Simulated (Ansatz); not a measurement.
A trace of molecular dynamics of C2H7NO2SSi (14 atoms, charge 0, multiplicity 1).

The calculation used RKS PBE0-D4/STO-3G in Ansatz.

```yaml
ensemble: NVT, Nosé–Hoover chain
set_temperature: 700 K
thermostat: time constant 100 fs, chain length 3 (defaults)
masses: H 10 u
seed: 829897
```

| time (fs) | T (K) | potential energy less start (eV) | conserved less start (meV/atom) |
| --- | --- | --- | --- |
| 0.0 | 700 | 0.000 | 0.00 |
| 2.5 | 599 | 0.156 | 0.01 |
| 5.0 | 420 | 0.435 | 0.02 |
| 7.5 | 356 | 0.534 | 0.02 |
| 10.0 | 390 | 0.483 | 0.01 |
| 12.5 | 382 | 0.496 | 0.01 |
| 15.0 | 315 | 0.601 | 0.02 |
| 17.5 | 285 | 0.649 | 0.02 |
| 20.0 | 321 | 0.595 | 0.01 |
| 22.5 | 333 | 0.579 | 0.01 |
| 25.0 | 293 | 0.643 | 0.02 |
| 27.5 | 294 | 0.645 | 0.02 |
| 30.0 | 370 | 0.530 | 0.02 |
| 32.5 | 439 | 0.428 | 0.01 |
| 35.0 | 424 | 0.457 | 0.01 |
| 37.5 | 345 | 0.585 | 0.02 |
| 40.0 | 295 | 0.666 | 0.02 |
| 42.5 | 329 | 0.617 | 0.02 |
| 45.0 | 374 | 0.555 | 0.01 |
| 47.5 | 353 | 0.593 | 0.01 |
| 50.0 | 309 | 0.667 | 0.02 |
| 52.5 | 301 | 0.687 | 0.02 |
| 55.0 | 327 | 0.652 | 0.02 |
| 57.5 | 368 | 0.596 | 0.02 |
| 60.0 | 403 | 0.551 | 0.02 |
| 62.5 | 415 | 0.543 | 0.02 |

Q: Can this run be trusted? Judge the integration.

A: The conserved energy stayed within 0.026 meV per atom of its start (net change 0.016 meV per atom), so the integration is sound. The mean temperature of the second half is 49 % below the set value. A run of 0.065 ps of so small a system gives no equilibrium averages. Limits of this set-up: minimal basis. The time step was 0.25 fs.

Time of the run: 13 min on 1 thread of Arm Neoverse V1 (shared host), peak memory 0.24 GiB.
